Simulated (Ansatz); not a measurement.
Geometry optimisation, Ansatz, RKS BHLYP-D4/def2-SVP.

Input:

```yaml
crystal:
  periodic: [false, false, false]
  atoms:
    - { symbol: Ge, position_ang: [0.0, 0.0, 0.0] }
    - { symbol: F, position_ang: [1.0779, 0.0, 1.5402] }
    - { symbol: H, position_ang: [1.6981, 0.0, 0.4233] }
    - { symbol: H, position_ang: [-0.73, 1.2648, -0.5162] }
    - { symbol: F, position_ang: [-0.7913, -1.3709, -0.5594] }
basis:
  gaussian: { orbitals: def2-SVP }
hamiltonian:
  xc: { name: BHLYP }
  dispersion: d4
relax:
  f_tol: 0.15
  max_steps: 25
  restrain:
    - { distance: [1, 2], at: 0.92, k: 30.0 }
    - { distance: [0, 1], at: 2.88, k: 30.0 }
    - { distance: [0, 2], at: 2.75, k: 30.0 }
```

Run as:

```bash
$ ansatz run input.yaml --threads 1 --pin off --max-ram 2048MiB --backend cpu --events-out ev --progress --plain --runs-dir out
```

Task: Where does it end, and by what steps?

Result: The forces met the threshold. The restraints hold the end off the free minimum. After 8 steps the energy has fallen by 2.462 eV (the restraints' own energy left out); Ge1 moved furthest, 0.86 Å. Parted: Ge1–F2 (1.88 → 2.87 Å). Joined: F2–H3 (1.28 → 0.92 Å).

| step | energy less start (eV) | largest force component (eV/Å) | accepted |
| --- | --- | --- | --- |
| 0 | 0.0000 | 4.772 | yes |
| 1 | 0.7405 | 7.285 | yes |
| 2 | 0.6003 | 7.779 | yes |
| 3 | -0.5853 | 6.177 | yes |
| 4 | -1.8493 | 2.214 | yes |
| 5 | -2.2309 | 1.814 | yes |
| 6 | -2.3776 | 1.608 | yes |
| 7 | -2.4554 | 0.487 | yes |
| 8 | -2.4624 | 0.348 | yes |

```xyz
5
Properties=species:S:1:pos:R:3
Ge -0.047 0.109 -0.849
F 1.431 0.114 1.610
H 2.006 -0.193 0.963
H -1.124 1.164 -0.359
F -1.010 -1.299 -0.477
```

The run took 21 s on 1 thread of Arm Neoverse V1 (shared host), peak memory 0.13 GiB.
